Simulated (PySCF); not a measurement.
MNF across group 14

Level: PBE0, basis family def2-TZVP, scalar-relativistic core potentials from Rb on and no relativity for lighter atoms.

Each entry is the lowest minimum that a search over a few typed start shapes (and spin states, where more than one is plausible) found, or that minimum re-optimised at the stated level; isomers with ligand–ligand bonds, or fragments after loss of a ligand pair, can lie lower. Open shells are unrestricted; no spin–orbit coupling; PySCF with density fitting.

| molecule | 2S+1 | point group | mean bond to the central atom (Å) | lowest ω (cm⁻¹) | distinct angles (°) | gap (eV) | dipole (D) |
| --- | --- | --- | --- | --- | --- | --- | --- |
| FSiN | 1 | C∞v | 1.567 | 138 | 180 | 4.34 | 3.33 |
| FGeN | 1 | C∞v | 1.674 | 116 | 180 | 4.45 | 2.52 |
| FSnN | 1 | C∞v | 1.864 | 89 | 180 | 3.84 | 2.15 |
| FPbN | 1 | C∞v | 1.944 | 93 | 180 | 3.83 | 1.49 |

Spin–orbit coupling can matter for FPbN.

Left out of the table are members whose search was unfinished or whose lowest solution was spin-contaminated, unstable, very soft or bonded differently.
